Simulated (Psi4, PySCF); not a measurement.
The PySCF input:
```python
from pyscf import gto, scf, dft

mol = gto.Mole()
mol.atom = '''
    Si   -0.00000000   -0.00000000   -0.54026507
    O     0.00000000    0.00000000    0.94546388
'''
mol.basis = '6-31g**'
mol.charge = 1
mol.spin = 1
mol.verbose = 4
mol.build()

mf = dft.UKS(mol)
mf.xc = 'camb3lyp'
mf.grids.atom_grid = (99, 590)
mf.grids.prune = None
mf.kernel()
```

Question: Give the equivalent Psi4 input.

Answer: This is not unique; one that fits is 
```
memory 2 GB

molecule {
1 2
  Si   -0.00000000   -0.00000000   -0.54026507
  O     0.00000000    0.00000000    0.94546388
}

set basis 6-31g**
set reference uks
set scf_type pk
set puream true
set d_convergence 1e-8
set dft_radial_points 99
set dft_spherical_points 590

energy('cam-b3lyp')
print_variables()
```

Both were run: PySCF gave -364.254336 Eh and Psi4 -364.254336 Eh, 0.000 mEh apart.
